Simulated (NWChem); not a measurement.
Molecule: C2H7FOSi; SMILES F[SiH2]COC

```xyz
12

C      0.5345    -2.3077     0.4036
O     -0.2070    -1.5279    -0.4867
C     -0.7725    -0.3681     0.0904
Si     0.3890     1.0789    -0.2721
F     -0.1231     2.4082     0.5228
H     -0.0989    -2.7155     1.2163
H      1.3681    -1.7475     0.8701
H      0.9584    -3.1485    -0.1632
H     -1.7538    -0.1923    -0.3830
H     -0.9681    -0.4935     1.1731
H      0.3898     1.3848    -1.7288
H      1.7712     0.7681     0.1905
```
Atoms are numbered in this order, from 1.

Program: NWChem. Pople sets run with spherical d functions. Structure relaxed at the PBE0/def2-SVP level. Not confirmed as a minimum by frequencies. Level: PBE0/6-31G* with SMD (1 M gas to 1 M solution), gas-phase geometry. Reactions with the solvent are ignored.

Question: Order these by “solvation free energy (kcal/mol)”, lowest first: methanol; acetonitrile; dimethyl sulfoxide; water.

Answer: methanol (-3.6), acetonitrile (-3.0), dimethyl sulfoxide (-2.1), water (-0.8)
